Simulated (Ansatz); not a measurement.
Consider the isomerisation: `OC(O)[SiH2]Cl` → `C[Si](O)(O)Cl`.

Isolated molecules relaxed with PBE0-D4/def2-TZVP in Ansatz; ΔE leaves out vibrations. CCSD(T)/CBS adds triple-zeta CCSD(T) − MP2 to the extrapolated MP2 energy (def2 sets, frozen cores). Functionals use def2-TZVPP. B3LYP here is the variant with VWN-RPA as its local correlation; programs differ in this. HSE06 is defined as in plane-wave codes. Each species was taken in one conformer, which may not be the lowest.

```
        level  ΔE (kcal/mol)  difference from CCSD(T)/CBS
  LDA (SPW92)          -89.6                          6.7
       PBE-D4          -88.9                          7.4
      BLYP-D4          -90.8                          5.5
     HSE06-D4          -92.1                          4.2
      ωB97X-V          -92.5                          3.8
          PBE          -88.5                          7.8
        B3LYP          -92.8                          3.5
    CAM-B3LYP          -94.2                          2.1
  HF/def2-SVP          -85.7                         10.6
MP2/CBS(def2)         -100.3                         -4.0
  CCSD(T)/CBS          -96.3                            0
```

Largest T1 diagnostic among the species: 0.011.

From r2SCAN to r2SCAN0 (25 % exact exchange), in def2-TZVPP and without D4, ΔE moves by −1.4 kcal/mol. Leaving LDA and LC-ωPBE aside and taking each functional with its dispersion term where it has one, the values, not all of them listed here, spread over 9.0 kcal/mol, from B97M-V to revPBE-D4. LDA lies −1.1 kcal/mol from PBE without D4. At CCSD(T), def2-SVP lies +13.9 kcal/mol from the extrapolated value and def2-TZVPP +1.4 kcal/mol.

CCSD(T)/CBS has its own doubt, a few kJ/mol and more with outer-core shells, so smaller differences from it don't rank the levels.
